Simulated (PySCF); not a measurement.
## The 8-electron isoelectronic series, spin-free X2C

All values are computed (PySCF 2.14, energy differences of UHF-based or UKS calculations, no spin-orbit coupling). Each ion has its own even-tempered basis scaled to its charge (19s12p6d5f4g for the first); frozen: nothing. Ionisation energies in eV, correlation energies of the ion in mhartree.

```csv
ion,configuration,UHF,LDA,PBE,PBE0,r2SCAN,MP2 (all electrons),E_corr MP2,"NIST (with spin-orbit, Breit and QED)"
I⁴⁵⁺,[He] 2s2 2p4 (3P),7886.2,7881.6,7889.0,7888.8,7890.7,7887.9,-296.4,7811 ± 4 (t)
Xe⁴⁶⁺,[He] 2s2 2p4 (3P),8227.2,8222.5,8230.0,8229.8,8231.7,8228.9,-298.0,8144 ± 4 (t)
Cs⁴⁷⁺,[He] 2s2 2p4 (3P),8575.8,8570.9,8578.6,8578.4,8580.4,8577.5,-298.3,8484 ± 4 (t)
Ba⁴⁸⁺,[He] 2s2 2p4 (3P),8932.1,8927.0,8935.0,8934.7,8936.8,8933.8,-300.6,8831 ± 4 (t)
La⁴⁹⁺,[He] 2s2 2p4 (3P),9296.2,9290.9,9299.0,9298.8,9300.9,9297.9,-300.7,9184 ± 4 (t)
Ce⁵⁰⁺,[He] 2s2 2p4 (3P),9667.9,9662.4,9670.8,9670.5,9672.7,9669.6,-303.1,9545 ± 4 (t)
Pr⁵¹⁺,[He] 2s2 2p4 (3P),10047.5,10041.8,10050.3,10050.1,10052.4,10049.2,-303.6,9913 ± 4 (t)
Nd⁵²⁺,[He] 2s2 2p4 (3P),10434.9,10429.0,10437.7,10437.5,10439.8,10436.6,-305.9,10288 ± 4 (t)
Pm⁵³⁺,[He] 2s2 2p4 (3P),10830.1,10824.0,10833.0,10832.8,10835.2,10831.8,-306.2,10671 ± 5 (t)
Sm⁵⁴⁺,[He] 2s2 2p4 (3P),11233.3,11227.0,11236.2,11235.9,11238.4,11235.0,-308.8,11060 ± 5 (t)
```

Each ion has its own basis, which adds noise of up to about 0.1 % along the series.

NIST values marked (s) are semi-empirical, (t) theoretical. Open shells are high-spin determinants of the terms that Hund's rules give; for the heavier ions, far from LS coupling, these are not the ground levels.

Spin-orbit coupling of the open shells is absent from the calculated values and included in NIST's; it grows fast with Z.

At high Z the X2C-1e correlation energies are inflated by the missing two-electron picture change in the 1s pairs.
